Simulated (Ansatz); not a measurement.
C₂H₁₁BOSi, SMILES `C[BH-](C)[OH+][SiH3]`. Total charge 0; spin multiplicity 1. Geometry: relaxed with PBE0-D4/def2-TZVP. It is one conformer, not always the lowest.

```xyz
16

C     1.447   -0.898    0.978
B     0.545    0.139    0.181
C     0.120    1.489    0.916
O    -0.936   -0.673   -0.125
Si   -1.299   -0.501   -1.773
H     1.579   -1.850    0.454
H     1.054   -1.119    1.977
H     2.448   -0.477    1.124
H     0.870    0.293   -0.995
H     1.008    2.103    1.097
H    -0.573    2.113    0.341
H    -0.328    1.310    1.903
H    -1.616   -0.472    0.525
H    -1.271    0.916   -2.190
H    -0.359   -1.352   -2.521
H    -2.687   -1.023   -1.891
```

Question: What is the dipole moment at B3LYP/def2-TZVPP? (Best estimate.)

Answer: Computed: 3.05 D, with components (-2.93, -0.53, -0.66) D in this frame, pointing from negative to positive charge.

Question: And with PBE, r2SCAN, ωB97M-V? (Estimate.)

Answer: Ansatz gave: PBE 2.92 D, r2SCAN 2.97 D, ωB97M-V 3.07 D.

Question: Give the Mulliken charges with B3LYP, ωB97M-V, r2SCAN in def2-TZVPP. (An estimate is asked.)

Answer: Ansatz gave: 
```
atom  B3LYP  ωB97M-V  r2SCAN
  C1  -0.34    -0.39   -0.27
  B2   0.12    -0.04    0.17
  C3  -0.36    -0.41   -0.29
  O4  -0.21    -0.18   -0.21
 Si5   0.38     0.25    0.40
  H6   0.07     0.09    0.04
  H7   0.06     0.08    0.03
  H8   0.08     0.10    0.04
  H9  -0.06     0.01   -0.07
 H10   0.08     0.10    0.05
 H11   0.07     0.09    0.04
 H12   0.06     0.09    0.03
 H13   0.19     0.19    0.21
 H14  -0.04     0.01   -0.05
 H15  -0.03     0.01   -0.04
 H16  -0.07    -0.02   -0.08
```

B3LYP here is the variant with VWN-RPA as its local correlation; programs differ in this.
